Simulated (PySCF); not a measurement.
## Ar (argon, neutral): UHF calculation

Configuration: [Ar], closed-shell 1S. All numbers are calculated (PySCF 2.14, scalar relativity by spin-free X2C-1e, in cc-pVTZ-DK (5s4p2d1f, 34 functions)).

```
Total energy                        : -528.621423 hartree
One-electron energy                 : -730.7120 hartree
Hartree (Coulomb) energy            : 232.4426 hartree
Exchange energy                     : -30.3521 hartree
⟨S²⟩                                : 0.0000
⟨L²⟩                                : 0.000
Sum of ⟨r⟩                          : 16.03 bohr
Sum of ⟨r²⟩                         : 25.89 bohr²
Langevin diamagnetic susceptibility : -20.5 ×10⁻⁶ cm³/mol
Time after the integrals            : 0.06 s of wall time on 1 thread of Neoverse-V1 (shared host)
```

```
shell  electrons  mean orbital energy (hartree)  rms radius, mean of both spins (bohr)
   1s          2                     -119.08581                                 0.0991
   2s          2                      -12.40761                                  0.446
   2p          6                       -9.57272                                  0.417
   3s          2                       -1.28551                                   1.53
   3p          6                       -0.58946                                   1.82
```

Densities and radii are taken from the X2C orbitals without a picture-change correction, which distorts them close to the nucleus.
